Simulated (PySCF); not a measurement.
Gas-phase reaction: Sn(OH)2 + 2 HCl → SnH2Cl2 + 2 H + 2 O

Computed with PySCF and rigid-rotor harmonic-oscillator thermochemistry at 1 bar. † marks an energy on the PBE0/def2-TZVP geometry and frequencies; other levels use their own. MP2 and CCSD(T) freeze the core. Open shells (unrestricted): H (multiplicity 2), O (multiplicity 3, electronic degeneracy 9); the rest are closed-shell singlets. Spin-orbit splitting is ignored; it lowers the true energy and changes the entropy of O. Sn: scalar-relativistic def2 core potential, no spin-orbit coupling. Sn(OH)2, SnH2Cl2: computed as isolated molecules; such fragments, hydroxides, amides, oligomers or adducts are transient or little studied in the gas. MP2 isn't extrapolated to the basis-set limit; its ΔH°(298 K) is 1212.7 kJ in def2-SVP and 1339.3 kJ in def2-TZVPP. CCSD(T) isn't extrapolated to the basis-set limit; its ΔH°(298 K) is 1175.8 kJ in def2-SVP and 1279.6 kJ in def2-TZVPP. The harmonic model lacks anharmonicity and excited electronic states, which grow with temperature; levels with a mode under 35 cm⁻¹ are left out. Internal rotation in Sn(OH)2 is treated as a harmonic vibration of one conformer, which makes the entropy rough. Soft modes under 120 cm⁻¹ make the harmonic entropy rough for SnH2Cl2.

| level | ΔE electronic, kJ | ΔH°(298 K), kJ | ΔS°(298 K), J/K | ΔG°(2000 K), kJ |
|---|---|---|---|---|
| BLYP/def2-TZVP† | 1412 | 1359 | 199 | 904 |
| CCSD(T)/def2-TZVPP† | 1332 | 1280 | 199 | 824 |
| M06-2X/def2-TZVP† | 1350 | 1298 | 199 | 842 |
| MP2/def2-TZVPP† | 1391 | 1339 | 199 | 883 |
| PBE/def2-SVP | 1374 | 1324 | 199 | 868 |
| PBE/def2-TZVP† | 1410 | 1358 | 199 | 902 |
| PBE0/def2-TZVP | 1320 | 1268 | 199 | 812 |
ΔH° is lowest at PBE0/def2-TZVP and highest at BLYP/def2-TZVP†. No reference value is set beside these.
